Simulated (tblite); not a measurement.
Record of a relaxation.

Species: C₇H₁₀FGeN.
SMILES with atom numbers: `[CH3:1][Ge@H:2]([CH2:3][F:4])[c:5]1[cH:6][cH:7][n:8][cH:9][cH:10]1` (hydrogens: H11, H12, H13 on C1; H14 on Ge2; H15, H16 on C3; H17 on C6; H18 on C7; H19 on C9; H20 on C10)

Computed with GFN2-xTB (tblite), gas phase: L-BFGS steps from a force-field or distance-geometry start until the largest atomic force falls under 0.01 eV/Å. 5 of its 159 geometries are shown.

Step 0: E = -805.7052 eV, largest atomic force 2.340 eV/Å
```
atom  x, y, z in Å  |  force x, y, z in eV/Å
C1     -2.292    1.331    0.394   -1.492   1.486   0.279
Ge2    -1.218    0.077   -0.589    0.064   0.756  -0.996
C3     -1.864   -1.745   -0.529   -0.189  -0.346  -1.626
F4     -1.672   -2.352    0.658   -0.168  -0.312   0.571
C5      0.625    0.105   -0.077    0.875   0.124   0.352
C6      1.043    0.094    1.242    0.501   0.023   0.698
C7      2.402    0.123    1.556    0.385  -0.025  -1.903
N8      3.339    0.162    0.577   -0.188  -0.031   0.139
C9      2.975    0.166   -0.721   -1.063  -0.005   2.085
C10     1.622    0.143   -1.029    0.410  -0.024  -0.805
H11    -2.676    2.109   -0.335    0.300  -0.796   0.774
H12    -1.729    1.897    1.146   -0.107  -0.271  -0.142
H13    -3.191    0.901    0.897    0.742   0.229  -0.392
H14    -1.270    0.502   -2.091    0.038  -0.269   0.475
H15    -1.292   -2.297   -1.308   -0.353  -0.104   0.433
H16    -2.923   -1.739   -0.840    0.175  -0.446   0.425
H17     0.333    0.069    2.051   -0.229  -0.024   0.081
H18     2.744    0.105    2.588    0.106   0.038  -0.394
H19     3.687    0.202   -1.525    0.433  -0.007   0.344
H20     1.354    0.157   -2.068   -0.241   0.004  -0.400
```

Step 40: E = -806.1369 eV, largest atomic force 0.022 eV/Å
```
atom  x, y, z in Å  |  force x, y, z in eV/Å
C1     -2.340    1.325    0.424   -0.007   0.004   0.005
Ge2    -1.212    0.154   -0.708   -0.001   0.006  -0.019
C3     -1.911   -1.719   -0.564   -0.003  -0.014   0.007
F4     -1.753   -2.122    0.748   -0.010   0.006   0.004
C5      0.683    0.162   -0.167    0.019   0.004   0.007
C6      1.044    0.124    1.174    0.005  -0.004   0.004
C7      2.389    0.109    1.508   -0.007  -0.008   0.002
N8      3.360    0.128    0.612   -0.021   0.001  -0.007
C9      3.021    0.160   -0.665    0.002  -0.003  -0.009
C10     1.707    0.180   -1.106    0.008  -0.003   0.004
H11    -2.813    2.100   -0.171   -0.004  -0.002  -0.002
H12    -1.748    1.806    1.198    0.013  -0.002  -0.006
H13    -3.117    0.739    0.906   -0.003   0.006   0.012
H14    -1.282    0.531   -2.178    0.000   0.000   0.005
H15    -1.375   -2.440   -1.184    0.018   0.010   0.001
H16    -2.978   -1.782   -0.786   -0.004  -0.007  -0.003
H17     0.285    0.098    1.945    0.006  -0.001  -0.015
H18     2.710    0.079    2.543   -0.008   0.002  -0.013
H19     3.846    0.170   -1.367    0.001   0.007   0.006
H20     1.479    0.209   -2.164   -0.005   0.000   0.019
```

Step 79: E = -806.1440 eV, largest atomic force 0.060 eV/Å
```
atom  x, y, z in Å  |  force x, y, z in eV/Å
C1     -2.315    1.344    0.426   -0.013   0.000  -0.003
Ge2    -1.218    0.155   -0.720    0.000   0.009   0.059
C3     -1.904   -1.722   -0.547   -0.005  -0.021  -0.005
F4     -1.982   -2.031    0.796    0.013   0.027  -0.023
C5      0.680    0.170   -0.181   -0.020  -0.006  -0.007
C6      1.031    0.078    1.161    0.003   0.011  -0.019
C7      2.373    0.047    1.502    0.003   0.006  -0.013
N8      3.349    0.087    0.611    0.016   0.022   0.003
C9      3.020    0.179   -0.666   -0.005   0.012   0.010
C10     1.709    0.231   -1.112   -0.010   0.002   0.006
H11    -2.969    1.969   -0.175    0.010  -0.017   0.013
H12    -1.679    1.990    1.027   -0.018  -0.006  -0.032
H13    -2.930    0.751    1.099    0.024  -0.001  -0.006
H14    -1.310    0.503   -2.194    0.027   0.021  -0.003
H15    -1.245   -2.463   -1.005   -0.007   0.012   0.009
H16    -2.909   -1.840   -0.957   -0.009   0.001   0.011
H17     0.265    0.033    1.924    0.014  -0.015  -0.010
H18     2.692   -0.010    2.536   -0.016  -0.024  -0.002
H19     3.849    0.214   -1.362    0.007  -0.001   0.008
H20     1.488    0.325   -2.167   -0.013  -0.034   0.003
```

Step 118: E = -806.1679 eV, largest atomic force 0.040 eV/Å
```
atom  x, y, z in Å  |  force x, y, z in eV/Å
C1     -2.317    1.353    0.387   -0.004   0.019  -0.007
Ge2    -1.191    0.162   -0.715   -0.002  -0.004  -0.002
C3     -1.961   -1.683   -0.549    0.005   0.000   0.003
F4     -2.154   -1.929    0.795    0.013  -0.017   0.017
C5      0.702    0.132   -0.160   -0.011   0.016   0.002
C6      1.060   -0.036    1.173   -0.003  -0.004  -0.005
C7      2.404   -0.036    1.512   -0.010   0.012   0.001
N8      3.376    0.098    0.627   -0.004  -0.022   0.008
C9      3.042    0.237   -0.644   -0.001   0.014   0.012
C10     1.729    0.271   -1.087   -0.002  -0.005   0.005
H11    -3.303    1.444   -0.061   -0.002  -0.006   0.030
H12    -1.889    2.349    0.473    0.020  -0.015  -0.006
H13    -2.429    0.937    1.386    0.007   0.006  -0.039
H14    -1.229    0.531   -2.187    0.005   0.006   0.002
H15    -1.299   -2.467   -0.922   -0.015  -0.003  -0.008
H16    -2.937   -1.776   -1.029    0.007  -0.005  -0.001
H17     0.299   -0.168    1.930    0.006   0.022   0.000
H18     2.721   -0.143    2.542    0.000  -0.019  -0.012
H19     3.869    0.331   -1.337    0.000   0.011   0.003
H20     1.503    0.406   -2.135   -0.009  -0.005   0.000
```

Step 158: E = -806.1739 eV, largest atomic force 0.009 eV/Å
```
atom  x, y, z in Å  |  force x, y, z in eV/Å
C1     -2.294    1.371    0.372    0.002   0.005   0.006
Ge2    -1.202    0.158   -0.738   -0.004  -0.006   0.003
C3     -1.946   -1.694   -0.546   -0.002  -0.005   0.004
F4     -1.919   -2.013    0.798    0.003   0.005  -0.004
C5      0.685    0.139   -0.173    0.004   0.002  -0.005
C6      1.024   -0.028    1.165    0.000   0.000  -0.003
C7      2.363   -0.048    1.521   -0.002  -0.004   0.003
N8      3.348    0.085    0.650   -0.004   0.002   0.004
C9      3.031    0.242   -0.624    0.001   0.004   0.003
C10     1.725    0.276   -1.085    0.005  -0.004  -0.003
H11    -3.312    1.424   -0.006    0.003   0.004   0.003
H12    -1.877    2.374    0.386   -0.006  -0.004  -0.005
H13    -2.328    0.999    1.393   -0.007   0.002  -0.001
H14    -1.257    0.518   -2.211    0.005   0.000  -0.005
H15    -1.358   -2.454   -1.063   -0.003  -0.001   0.000
H16    -2.988   -1.769   -0.866    0.004   0.001   0.000
H17     0.253   -0.147    1.913    0.002  -0.002  -0.002
H18     2.665   -0.176    2.553    0.005  -0.002   0.001
H19     3.869    0.346   -1.303   -0.004  -0.002  -0.002
H20     1.513    0.407   -2.137   -0.005   0.004   0.002
```

**Question.** Summarise the path.

**Answer.** The energy falls by 10.81 kcal/mol from step 0 to step 158; nine tenths of that is first reached at step 24. It rises by more than 0.2 meV at steps 86 and 93. The largest force goes from 2.340 to 0.009 eV/Å. Among the bonds Ge2–C3 changes most, from 1.935 to 2.005 Å; the atoms move by 0.426 Å rms after alignment.

**Question.** Follow the three bonds and two angles with the largest change from start to end.

**Answer.** 
```tsv
step	E above end (kcal/mol)	largest force (eV/Å)	Ge2–C3 (Å)	Ge2–C5 (Å)	C1–Ge2 (Å)	Ge2–C3–H15 (°)	N8–C9–H19 (°)
0	10.81	2.340	1.935	1.913	1.922	105.9	122.8
7	1.89	0.270	1.995	1.948	1.969	111.1	115.2
14	1.41	0.078	2.011	1.970	1.986	110.9	115.5
21	1.22	0.162	2.013	1.980	1.983	111.4	116.1
27	0.94	0.093	2.005	1.973	1.983	112.8	115.2
34	0.87	0.028	2.006	1.972	1.983	113.6	115.5
41	0.85	0.027	2.004	1.971	1.982	113.9	115.6
48	0.83	0.025	2.004	1.971	1.981	113.2	115.5
55	0.80	0.045	2.006	1.970	1.981	113.2	115.5
62	0.78	0.021	2.006	1.969	1.982	113.3	115.6
69	0.76	0.042	2.005	1.971	1.981	113.3	115.4
76	0.73	0.051	2.006	1.970	1.979	113.3	115.7
82	0.66	0.069	2.008	1.970	1.980	113.2	115.4
89	0.53	0.076	2.006	1.970	1.979	112.7	115.5
96	0.39	0.152	2.008	1.970	1.977	113.2	115.6
103	0.28	0.033	2.007	1.974	1.974	113.6	115.7
110	0.24	0.042	2.006	1.973	1.976	114.2	115.5
117	0.15	0.058	2.006	1.973	1.976	113.4	115.6
124	0.10	0.039	2.006	1.973	1.975	113.3	115.5
131	0.04	0.028	2.006	1.972	1.976	113.4	115.5
137	0.02	0.015	2.006	1.972	1.974	113.5	115.6
144	0.02	0.014	2.005	1.971	1.974	113.5	115.5
151	0.01	0.024	2.005	1.970	1.973	113.5	115.6
158	0.00	0.009	2.005	1.971	1.974	113.4	115.5
```

What follows is the cost of the whole relaxation. Hardware: one thread, Arm Neoverse N1 (aarch64), no GPU (shared host). Cost: 2.5 s of wall time.
